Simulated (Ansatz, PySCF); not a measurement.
Mg(F)(NMe2) (C2H6FMgN), SMILES C[N](C)[Mg][F]. Atoms are numbered in the order given.

```xyz
11

Mg    -0.4284     1.0668    -0.5397
F     -1.0537     2.5246    -1.3109
N      0.2440    -0.5010     0.2891
C     -0.2472    -1.0336     1.5408
C      1.3110    -1.3131    -0.2529
H     -0.6499    -2.0653     1.4356
H      0.5444    -1.0876     2.3205
H     -1.0623    -0.4143     1.9566
H      2.1841    -1.3818     0.4330
H      0.9903    -2.3594    -0.4528
H      1.6879    -0.9071    -1.2090
```

Geometry: B3LYP-D3(BJ)/def2-SVP. The values are those of a single conformer.

Two levels are set side by side: PBE-D3(BJ)/def2-SVP (Ansatz, an electronic-structure program) and B3LYP-D3(BJ)/def2-SVP (Ansatz). Each level has its own optimised geometry; the coordinates shown are those of the second. Frequencies come from the Hessian of PySCF at each geometry. Differences are taken from unrounded values.

```tsv
quantity	B3LYP-D3(BJ)
mean bond length (Å)	1.321
bond Mg1–F2 (Å)	1.764
bond Mg1–N3 (Å)	1.897
bond N3–C4 (Å)	1.446
bond N3–C5 (Å)	1.446
bond C4–H6 (Å)	1.112
bond C4–H7 (Å)	1.112
bond C4–H8 (Å)	1.105
bond C5–H9 (Å)	1.112
bond C5–H10 (Å)	1.112
bond C5–H11 (Å)	1.105
highest harmonic wavenumber (cm⁻¹)	3047
mean harmonic wavenumber (cm⁻¹)	1342
zero-point energy (kcal/mol)	51.80
```

Q: What does PBE-D3(BJ) give, and how far is it from B3LYP-D3(BJ)? (An estimate is asked for; the answer gives what the named calculation found.)

A: 
| quantity | PBE-D3(BJ) | PBE-D3(BJ) minus B3LYP-D3(BJ) |
|---|---|---|
| mean bond length (Å) | 1.329 | 0.008 |
| bond Mg1–F2 (Å) | 1.777 | 0.013 |
| bond Mg1–N3 (Å) | 1.908 | 0.012 |
| bond N3–C4 (Å) | 1.447 | 0.001 |
| bond N3–C5 (Å) | 1.447 | 0.001 |
| bond C4–H6 (Å) | 1.121 | 0.009 |
| bond C4–H7 (Å) | 1.121 | 0.009 |
| bond C4–H8 (Å) | 1.112 | 0.007 |
| bond C5–H9 (Å) | 1.121 | 0.009 |
| bond C5–H10 (Å) | 1.121 | 0.009 |
| bond C5–H11 (Å) | 1.112 | 0.007 |
| highest harmonic wavenumber (cm⁻¹) | 2995 | -52 |
| mean harmonic wavenumber (cm⁻¹) | 1305 | -37 |
| zero-point energy (kcal/mol) | 50.39 | -1.42 |

Exact exchange shortens and stiffens bonds; PBE has none. Differences between two approximate levels are no errors against the true value.
